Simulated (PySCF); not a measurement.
Spinor energies of Ir²⁺ (iridium, charge +2)

Start: [Xe] 4f14 5d6 6p1; 5d3/2 filled at m_j = +3/2; 5d5/2 filled at m_j = -3/2, -1/2, +1/2, +3/2, +5/2; 6p3/2 filled at m_j = +3/2. Calculated with PySCF 2.14 in x2c-TZVPall-2c: generalised Hartree-Fock with the X2C-1e Hamiltonian and a Gaussian nucleus; spin-orbit coupling (SO) screened by Boettger's factors. This is a chosen level, not necessarily the ground level.

| spinor shell | electrons | ε, screened SO (eV) | weight of nominal j (screened SO) | rms radius, screened SO (bohr) |
| --- | --- | --- | --- | --- |
| 1s1/2 | 2 | -76530.9 | 1.000 | 0.0197 |
| 2s1/2 | 2 | -13551.3 | 1.000 | 0.0795 |
| 2p1/2 | 2 | -12959.7 | 1.000 | 0.0675 |
| 2p3/2 | 4 | -11326.4 | 1.000 | 0.0752 |
| 3s1/2 | 2 | -3252.4 | 1.000 | 0.203 |
| 3p1/2 | 2 | -2988.1 | 1.000 | 0.195 |
| 3p3/2 | 4 | -2624.8 | 1.000 | 0.210 |
| 3d3/2 | 4 | -2188.5 | 1.000 | 0.185 |
| 3d5/2 | 6 | -2110.3 | 1.000 | 0.189 |
| 4s1/2 | 2 | -746.64 | 1.000 | 0.450 |
| 4p1/2 | 2 | -633.99 | 1.000 | 0.456 |
| 4p3/2 | 4 | -546.91 | 1.000 | 0.490 |
| 4d3/2 | 4 | -361.90 | 0.999 | 0.507 |
| 4d5/2 | 6 | -344.94 | 0.999 | 0.519 |
| 5s1/2 | 2 | -137.92 | 1.000 | 1.05 |
| 4f5/2 | 6 | -107.03 | 0.986 | 0.586 |
| 4f7/2 | 8 | -103.71 | 0.989 | 0.586 |
| 5p1/2 | 2 | -101.49 | 0.955 | 1.15 |
| 5p3/2 | 4 | -84.502 | 0.979 | 1.23 |
| 5d5/2 | 5 | -36.299 | 0.469 | 1.67 |
| 5d3/2 | 1 | -32.448 | 0.644 | 1.68 |
| 6p3/2 | 1 | -17.905 | 1.000 | 3.50 |

```csv
quantity,screened SO
E (hartree),-17837.80096
M_J,11/2
⟨J²⟩,35.786
⟨L²⟩,13.051
⟨S²⟩,8.361
```

Each row is a mean over spinors that exchange with the open shell spreads, by up to 8.827 eV (5p3/2).

Rows whose weight is well below 1 are mixtures of j = l ± 1/2: exchange outweighs spin-orbit coupling there, and the label is only the starting occupation.

Breit and QED terms are absent; they matter most for the inner s and p1/2 levels.

Densities and radii are taken from the X2C orbitals without a picture-change correction, which distorts them close to the nucleus.
